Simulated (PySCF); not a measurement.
Ligands exchanged one at a time, Ga Br-NH2. Isolated molecules, 0 K electronic values unless said otherwise. One relaxed conformer stands for each flexible species; it need not be the lowest. Strings in code marks are SMILES.

All values below come from TPSSh-D3(BJ)/def2-TZVP // CAM-B3LYP-D3(BJ)/def2-TZVP run with PySCF 2.14.0. Delta-SCF ions had no search for a lower state. Excitations are Tamm–Dancoff values on a coarser integration grid. The basis has no diffuse functions, so Rydberg states are missing or too high.

```csv
species,HOMO (eV),S1 excitation (TDA) (eV),vertical ionisation energy (Delta-SCF) (eV),LUMO (eV)
0 of 3 Br replaced by NH2 (`[Br][Ga]([Br])[Br]`),(withheld),4.98,10.33,-2.61
1 of 3 Br replaced by NH2 (`[NH2][Ga]([Br])[Br]`),-7.20,(withheld),9.72,-1.65
2 of 3 Br replaced by NH2 (`[NH2][Ga]([Br])[NH2]`),-6.42,5.21,8.97,(withheld)
3 of 3 Br replaced by NH2 (`[NH2][Ga]([NH2])[NH2]`),-5.85,5.30,8.41,(withheld)
```

Problem. Some entries are withheld; supply them.

Solution. 
- 0 of 3 Br replaced by NH2 (`[Br][Ga]([Br])[Br]`), HOMO (eV): -8.03
- 1 of 3 Br replaced by NH2 (`[NH2][Ga]([Br])[Br]`), S1 excitation (TDA) (eV): 5.05
- 2 of 3 Br replaced by NH2 (`[NH2][Ga]([Br])[NH2]`), LUMO (eV): -0.70
- 3 of 3 Br replaced by NH2 (`[NH2][Ga]([NH2])[NH2]`), LUMO (eV): -0.07
